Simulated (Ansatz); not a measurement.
Geometry optimisation, Ansatz 0.2.0, RKS r2SCAN-D4/def2-SVP.

input.yaml

```yaml
crystal:
  periodic: [false, false, false]
  atoms:
    - { symbol: Zr, position_ang: [0.0, 0.0, 0.0] }
    - { symbol: Cl, position_ang: [0.0, 0.0, 2.52] }
    - { symbol: O, position_ang: [1.952, 0.0, -0.6893] }
    - { symbol: H, position_ang: [2.2684, -0.9521, -0.806] }
    - { symbol: O, position_ang: [-0.975, 1.6891, -0.6893] }
    - { symbol: H, position_ang: [-1.9328, 1.4584, -0.9117] }
    - { symbol: Cl, position_ang: [-1.1869, -2.0563, -0.8392] }
basis:
  gaussian: { orbitals: def2-SVP }
hamiltonian:
  xc: r2scan
  dispersion: d4
relax:
  f_tol: 0.02
  max_steps: 40
```

Launched with:

```bash
$ ansatz run input.yaml --threads 2 --pin off --max-ram 3072MiB --backend cpu --events-out ev --progress --plain --runs-dir out
```

Task: Where does it end, and by what steps?

Result: The forces met the threshold. After 13 steps the energy has fallen by 1.174 eV; H4 moved furthest, 0.75 Å.

```csv
step,energy less start (eV),largest force component (eV/Å),accepted
0,0.0000,2.910,yes
1,-0.7969,1.483,yes
2,-0.8872,1.484,yes
3,-0.9291,1.509,yes
4,-1.0585,0.384,yes
5,-1.0754,0.642,yes
6,-1.0853,0.959,yes
7,-1.1124,0.789,yes
8,-1.1561,0.132,yes
9,-1.1619,0.114,yes
10,-1.1675,0.173,yes
11,-1.1720,0.095,yes
12,-1.1728,0.049,yes
13,-1.1738,0.013,yes
```

```xyz
7
Properties=species:S:1:pos:R:3
Zr -0.143 -0.253 0.061
Cl -0.060 -0.055 2.422
O 1.633 -0.317 -0.614
H 2.508 -0.267 -1.005
O -1.074 1.244 -0.649
H -1.461 2.022 -1.057
Cl -1.278 -2.235 -0.574
```

Whether the end is a true minimum wasn't checked by a vibrational analysis.

Run time: 94 s on 2 threads of Arm Neoverse V1, with other jobs on the host, peak memory 0.19 GiB.
